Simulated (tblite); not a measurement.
Q: Write a Z-matrix for `CC(C)(OC(F)(F)F)S(=O)(=O)[O-]` as optimised with GFN2-xTB. (Charge -1.)

A: 
Z-matrix in Å and degrees, rows numbered from 1:
```
C 
C   1  1.5080
C   2  1.5091  1  114.59
O   2  1.4574  1  106.43  3   124.28
C   4  1.3021  2  122.35  1   156.22
F   5  1.3443  4  116.55  2    54.60
F   5  1.3296  4  118.13  2   -75.10
F   5  1.3706  4  106.23  2   169.11
S   2  1.8657  1  105.49  3  -116.77
O   9  1.4520  2  104.86  1   179.64
O   9  1.4590  2  101.44  1    60.82
O   9  1.4517  2  104.96  1   -58.21
H   1  1.0868  2  108.16  3  -179.93
H   1  1.0903  2  112.35  3   -58.30
H   1  1.0861  2  106.98  3    63.49
H   3  1.0863  2  106.89  1   -57.10
H   3  1.0914  2  112.24  1    64.09
H   3  1.0873  2  109.23  1  -173.45
```

The C–F distances run from 1.330 Å (C5–F7, drawn single) to 1.371 Å (C5–F8, drawn single), a spread of 0.041 Å. Of the pairs four or more bonds apart, O11···H15 is among the closest relative to their van der Waals radii: 2.42 Å, 89 % of the sum of Bondi's values. S9 (sulfonyl sulfur) is distorted tetrahedral (angles from 101.4° to 115.5°). O4 (ether oxygen) is bent (angle 122.4°).

The geometry is computed with GFN2-xTB (gas phase).

Point group: C1 (no symmetry element, even within 0.4 Å). Its GFN2-xTB frequencies are all real (lowest 65 cm⁻¹). Torsions: C1–C2–O4–C5 156°. 3 starts were optimised and ended at 0.00, 0.00 and 0.66 kcal/mol (GFN2-xTB); the lowest of these is shown.

One conformer stands for the species.
